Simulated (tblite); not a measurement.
C7H8FO (doublet state).
Structure used (GFN2-xTB), in Å, numbered top down from 1:
```
atom  x, y, z in Å
C1     2.3292    0.2839   -0.3392
O2     1.5471   -0.7965    0.1279
C3     0.2058   -0.4877    0.2768
C4    -0.2505    0.5214    1.2565
C5    -1.3800    1.1606    0.7869
C6    -1.6894    0.6829   -0.4737
F7    -2.6755    1.1368   -1.2584
C8    -0.7795   -0.3807   -0.8901
C9    -0.7733   -1.6071    0.0147
H10    3.3408   -0.1000   -0.4519
H11    1.9639    0.6483   -1.3050
H12    2.3253    1.1133    0.3755
H13    0.2408    0.6978    2.1934
H14   -1.9353    1.9173    1.3099
H15   -0.5283   -0.5164   -1.9307
H16   -1.5925   -1.7534    0.7014
H17   -0.3557   -2.5086   -0.4038
```

Method: GFN2-xTB as coded in tblite; computed harmonic values from a numerical Hessian at the method's own geometry, unscaled. This tight-binding method is rough: wavenumbers can miss measured ones by several per cent, in bad cases by 10 to 20. One conformer, not necessarily the lowest. Open shells enter through the occupations alone, without spin polarisation, and single modes of such species can be off by tens of per cent.

Harmonic wavenumbers (cm⁻¹): 90.0, 115.4, 153.7, 211.0, 294.2, 341.1, 371.2, 409.3, 498.0, 539.1, 574.8, 649.1, 681.7, 768.8, 833.7, 851.9, 899.0, 905.6, 930.7, 1006.3, 1011.9, 1029.7, 1059.5, 1066.8, 1128.6, 1137.5, 1157.6, 1180.1, 1268.9, 1282.8, 1328.5, 1398.1, 1409.0, 1425.1, 1462.4, 1472.3, 1484.0, 2925.1, 2944.1, 3031.4, 3082.9, 3089.4, 3118.6, 3143.6, 3161.3.

A = 3184, B = 1192, C = 1139 MHz; mass 127.056 u (most abundant isotopes); point group C1, symmetry number 1; spin multiplicity 2.

Question: What is the zero-point energy?

Answer: ½Σν̃ = 28462 cm⁻¹ = 340.48 kJ/mol.

Question: Give the ideal-gas entropy at 400 K and 1 bar in the rigid-rotor, harmonic-oscillator model (classical rotation).

Answer: Translation 175.38, rotation 123.74, vibration 123.30, spin (R ln 2) 5.76: S = 428.2 J/(mol K).

Question: And Cp and H(400 K) − H(0)?

Answer: Cp = 184.39 J/(mol K), of which vibrations give 151.13 (their classical limit is 45 R = 374.2); H(400 K) − H(0) = 41.38 kJ/mol without the zero-point energy, 28.08 from vibrations.

Question: What must be added to the electronic energy to get the Gibbs energy at 400 K and 1 bar?

Answer: ZPE + [H(400 K) − H(0)] − T·S = 340.48 + 41.38 − 171.27 = 210.59 kJ/mol.

Question: Blend soft modes into free rotors: weight 1/[1 + (100 cm⁻¹/ν̃)⁴] for the oscillator and the rest for a rotor with moment μB/(μ + B), μ = h/(8π²ν), B = 10⁻⁴⁴ kg m². What vibrational entropy results?

Answer: 119.39 J/(mol K) in place of 123.30, which changes −T·S at 400 K by +1.56 kJ/mol.

Question: How do the functions run with temperature in this model?

Answer: 
```csv
T (K),S (J/(mol K)),Cp (J/(mol K)),H − H(0) (kJ/mol),G − H(0) (kJ/mol),ln q(vib)
100,276.9,63.3,4.54,-23.16,0.73
200,332.2,101.2,12.73,-53.72,2.41
300,381.2,143.6,24.94,-89.41,4.33
500,473.1,218.6,61.59,-174.98,8.53
800,592.1,286.0,138.34,-335.37,14.98
1000,659.1,313.5,198.45,-460.64,19.07
```

q(vib) and H(0) count from the zero-point level.

Question: Which modes carry the vibrational entropy at 400 K?

Answer: 90.0 cm⁻¹: 17.73; 115.4 cm⁻¹: 15.68; 153.7 cm⁻¹: 13.35; 211.0 cm⁻¹: 10.80; 294.2 cm⁻¹: 8.22; 341.1 cm⁻¹: 7.12 J/(mol K); the other 39 give 50.39 together.

Hindered rotation and anharmonicity are outside this model. Other conformers, if any are populated, would add a mixing term that is left out. The structure is chiral; the term R ln 2 for an equal mix with its mirror image is left out.
